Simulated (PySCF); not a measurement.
**Relaxation of quartet NbH₂**

Method: PySCF, UPBE0, basis Nb def2-TZVP with ECP28, H def2-TZVP (scalar-relativistic core potentials, no spin–orbit coupling, density fitting). A (50,194) grid was used.

A start displaced from a saddle point along its imaginary mode, of C2v symmetry, held to at least that symmetry:

```xyz
3
charge 0 multiplicity 4, angstrom
Nb   -0.0018    0.0018    0.0000
H     0.0849   -0.0849    1.8968
H     0.0849   -0.0849   -1.8968
```

Optimiser trace:
| step | E − E(last) (kJ/mol) | largest gradient (Eh/bohr) |
| --- | --- | --- |
| 0 | 84.46 | 0.00991 |
| 1 | 68.80 | 0.01523 |
| 2 | 43.66 | 0.01701 |
| 3 | 27.78 | 0.02445 |
| 4 | 14.93 | 0.01800 |
| 5 | 2.64 | 0.00594 |
| 6 | 0.32 | 0.00185 |
| 7 | 0.00 | 0.00008 |
| 8 | 0.00 | 0.00001 |

It ends at C2v with Nb–H 1.779 Å (×2); H–Nb–H 116.9°. No frequency check is given, so it may be a saddle point. Other isomers or separated fragments may lie lower. A symmetry-breaking gradient of 0.0031 Eh/bohr is left: the electronic state wants a lower symmetry.

Open d and f shells are described by one determinant, and the ground state may have another occupation or spin.

The relaxation took of the order of 25 core-seconds on a shared host.
